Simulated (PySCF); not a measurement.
An EPR job on `[CH2]CC(=C)C(C)=O` [radical].

Method: UKS B3LYP, pcH-1 on C H O, non-relativistic, mean-field spin-orbit, GIAO (PySCF 2.14.0). Geometry: GFN2-xTB. The input is one job of a driver script: a line of settings, then coordinates in Å.

Command:
```bash
OMP_NUM_THREADS=1 python probes_run.py task.json out
```

Input:
```
{"job": {"kind": "epr", "basis": "pcH-1"}, "charge": 0, "multiplicity": 2}
C     -1.672154     0.759738    -0.386874
C     -0.782772    -0.283683    -0.939453
C      0.155560    -0.849976     0.095711
C      0.127269    -2.127050     0.469671
C      1.146460     0.057390     0.746969
C      1.159494     1.482350     0.263122
O      1.892799    -0.335785     1.615092
H     -2.078677     1.520088    -1.025189
H     -2.083057     0.639945     0.597328
H     -0.214715     0.117147    -1.784687
H     -1.383109    -1.118584    -1.335128
H      0.813901    -2.486610     1.218400
H     -0.563160    -2.840302     0.051503
H      1.552418     1.518500    -0.751787
H      0.136304     1.867056     0.242144
H      1.785840     2.088721     0.911768
```

Output:
```
UKS, coarse grid
  cycle   1  E = -309.06120550  |g| = 6.23e-01
  cycle   2  E = -308.55317750  |g| = 1.30e+00
  cycle   3  E = -309.20416239  |g| = 1.71e-01
  cycle   4  E = -309.21720721  |g| = 5.32e-02
  cycle   5  E = -309.21850236  |g| = 1.21e-02
  cycle   6  E = -309.21855432  |g| = 6.11e-03
  cycle   7  E = -309.21857211  |g| = 2.20e-03
  cycle   8  E = -309.21857438  |g| = 7.74e-04
UKS, final grid
  cycle   1  E = -309.21853784  |g| = 1.03e-03
  cycle   2  E = -309.21853687  |g| = 1.74e-03
  cycle   3  E = -309.21853837  |g| = 2.23e-04
  cycle   4  E = -309.21853840  |g| = 4.78e-05
  cycle   5  E = -309.21853841  |g| = 2.75e-05
E = -309.21853841 Eh   <S^2> = 0.7537 (exact 0.7500)
g shifts (ppm)      1          2          3
  rmc          -141       -141       -141
  gc              8         38         29
  oz_so         -21        462        734
  total        -154        359        622
hyperfine (MHz)  atom isotope    a_iso     a_fc   dipolar eigenvalues
    0   13C     102.55     102.55    -81.39    -80.83    162.22
    1   13C     -32.22     -32.22     -2.37     -0.25      2.63
    2   13C      19.36      19.36     -2.32     -1.31      3.62
    3   13C      -0.78      -0.78     -0.73      0.09      0.64
    4   13C      -1.94      -1.94     -0.71     -0.44      1.15
    5   13C      27.21      27.21     -4.54     -4.10      8.64
    6   17O      -0.78      -0.78     -0.50      0.13      0.37
    7    1H     -61.69     -61.69    -39.08     -0.53     39.60
    8    1H     -60.21     -60.21    -38.93     -0.63     39.56
    9    1H      27.93      27.93     -5.25     -4.07      9.32
   10    1H     149.71     149.71     -6.13     -2.61      8.73
   11    1H      -0.03      -0.03     -1.02     -0.78      1.79
   12    1H      -0.20      -0.20     -1.74     -1.03      2.76
   13    1H      -1.52      -1.52     -3.36     -1.13      4.50
   14    1H      -2.46      -2.46    -13.90     -9.11     23.01
   15    1H       2.82       2.82     -2.94     -1.24      4.18
```

rmc, gc and oz_so are the mass-correction, gauge-correction and orbital-Zeeman/spin–orbit parts of the g shift along its three principal axes; a_iso is the isotropic hyperfine coupling and a_fc its Fermi-contact part. The program numbers atoms from 0.

**Question.** Get g_iso from the total shifts.

**Answer.** Their mean is 276 ppm; added to g_e = 2.002319 it gives 2.00259.

**Question.** How far is ⟨S²⟩ from the pure-spin value?

**Answer.** S = 0.5 gives S(S+1) = 0.75; the run has 0.7537, 0.0037 more.

Main results: ⟨S²⟩ 0.754; g_iso 2.0026.

Isolated species at its GFN2-xTB geometry (one conformer only).

Time: 56 s of wall time (grids of density and orbitals included); peak memory 0.97 GiB. Hardware: Arm Neoverse V1, one thread, shared host.
Labels such as C1 count atoms from 1, the log's own numbers from 0.
